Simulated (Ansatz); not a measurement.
H3O2 (SMILES O[OH2+]) moved off its minimum; all values from Ansatz (an electronic-structure program), cores frozen in correlated methods.
(charge 1, multiplicity 1)
```xyz
5

O      0.65150    -0.36005     0.40335
O     -0.54739     0.21346    -0.30819
H      1.26327    -0.14012    -0.40589
H     -0.83778     0.96951     0.29925
H     -1.24879    -0.50002    -0.29066
```

**Question.** Give the forces (eV/Å), the total energy and the dipole at CCSD(T)/aug-cc-pVTZ.

**Answer.** 
| atom | Fx | Fy | Fz |
|---|---|---|---|
| O1 | 0.484 | 0.985 | -2.727 |
| O2 | -0.673 | 0.315 | 1.214 |
| H3 | -0.625 | -0.797 | 2.058 |
| H4 | 0.266 | -0.819 | -0.639 |
| H5 | 0.548 | 0.316 | 0.094 |
Energy -151.6334 hartree.
